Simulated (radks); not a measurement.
Results of a calculation; reference values are marked as such.
Task: Ta III, configuration [Kr] 4d10 4f14 5s1 5p6 5d3 6s1 (not the ground configuration). Level of theory: scalar-relativistic Kohn-Sham, PBE, spin-unpolarised, spherical densities, point nucleus (a radial shooting solver on a logarithmic mesh with Libxc functionals). Some entries of the table are withheld. Estimate them.

orbital,occ.,eigenvalue (hartree),r(max) (bohr),<1/r> (bohr^-1)
1s,2,(1),0.01167,85.47
2s,2,-426.2341,0.06684,19.97
2p,6,-373.5963,0.05476,18.15
3s,2,(2),0.1886,7.390
3p,6,-82.63766,0.1865,6.836
3d,10,-64.38538,0.1520,6.463
4s,2,-20.71629,0.4289,(3)
4p,6,-15.58314,0.4496,2.850
4d,10,-9.01406,0.4615,2.532
5s,1,-3.48158,(4),1.225
5p,6,-2.21942,1.115,1.034
4f,14,-1.74684,0.4412,2.013
5d,3,-0.80150,1.481,0.6974
6s,1,-0.74186,2.482,0.4583

Result: 
(1) 1s eigenvalue (hartree): -2476.759
(2) 3s eigenvalue (hartree): -98.29128
(3) 4s <1/r> (bohr^-1): 3.134
(4) 5s r(max) (bohr): 0.9842
